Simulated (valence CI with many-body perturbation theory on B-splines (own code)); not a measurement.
# Ladder of approximations for Bi LIII

Computed by relativistic CI+MBPT: three valence electrons over a frozen Dirac-Fock core [Ar] 3d10, radial functions for each j: 11 s, 11 p, 9 d, 7 f, 5 g, 2 h, 1 i, with the one-electron correlation potential Σ1 (screened to all orders), the two-electron term Σ2, the three-electron term Σ3, Breit, model QED; selected single and double excitations, second order for the rest (own B-spline code, finite nucleus).

The last digits are not significant, and no measured levels were compared; by estimate large intervals hold to a few tenths of a per cent, small ones and those within an open d or f shell to about a per cent.

Each rung adds one term. CI alone is the Dirac-Coulomb CI over the frozen core; QED comes last and gives the full result, which names the levels. Energies are above (4s^2 4p1/2) J=1/2 on the same rung, in eV.

Levels are named by their leading jj configuration (3d3/2^4 stands for four electrons in 3d with j = 3/2), which in mixed levels can hold well under half, so a name can repeat and another be missing. Letters in brackets count levels of one name in rising energy.

| Level | CI alone |
| --- | --- |
| (4s 4p1/2^2) J=1/2 | 121.40 |
| (4s^2 4p3/2) J=3/2 | 182.70 |
| (4s 4p1/2 4p3/2) J=3/2 [a] | 287.29 |
| (4s 4p1/2 4p3/2) J=5/2 | 297.87 |
| (4s 4p1/2 4p3/2) J=3/2 [b] | 312.33 |
| (4s 4p1/2 4p3/2) J=1/2 | 315.06 |
| (4s^2 4d3/2) J=3/2 | 378.84 |
| (4s^2 4d5/2) J=5/2 | 414.91 |
| (4p1/2^2 4p3/2) J=3/2 | 433.47 |
| (4s 4p1/2 4d3/2) J=3/2 [a] | 473.33 |
| (4s 4p3/2^2) J=5/2 | 477.59 |
| (4s 4p1/2 4d3/2) J=5/2 | 482.85 |
| (4s 4p3/2^2) J=1/2 | 497.07 |
| (4s 4p1/2 4d3/2) J=1/2 | 498.95 |
| (4s 4p1/2 4d3/2) J=3/2 [b] | 501.08 |
| (4s 4p3/2^2) J=3/2 | 501.60 |

What do these energies become with core correlation, Breit and QED?

(4s 4p1/2^2) J=1/2 120.92 (-0.481); (4s^2 4p3/2) J=3/2 181.37 (-1.333); (4s 4p1/2 4p3/2) J=3/2 [a] 285.98 (-1.309); (4s 4p1/2 4p3/2) J=5/2 296.14 (-1.729); (4s 4p1/2 4p3/2) J=3/2 [b] 310.10 (-2.224); (4s 4p1/2 4p3/2) J=1/2 312.47 (-2.589); (4s^2 4d3/2) J=3/2 375.38 (-3.459); (4s^2 4d5/2) J=5/2 411.20 (-3.704); (4p1/2^2 4p3/2) J=3/2 430.58 (-2.895); (4s 4p1/2 4d3/2) J=3/2 [a] 470.62 (-2.712); (4s 4p3/2^2) J=5/2 474.49 (-3.101); (4s 4p1/2 4d3/2) J=5/2 479.79 (-3.059); (4s 4p3/2^2) J=1/2 493.60 (-3.464); (4s 4p1/2 4d3/2) J=1/2 495.10 (-3.844); (4s 4p1/2 4d3/2) J=3/2 [b] 497.21 (-3.873); (4s 4p3/2^2) J=3/2 497.52 (-4.078).

How does the ionisation energy move along the ladder, and which term matters most?

CI alone 3155.2, + Σ1 3157.3, + Σ2 3157.3, + Σ3 3157.3, + Breit 3152.7, + QED 3152.6 eV. The largest step is Breit, -4.5 eV. NIST lists 3151 ± 4 eV (theoretical).
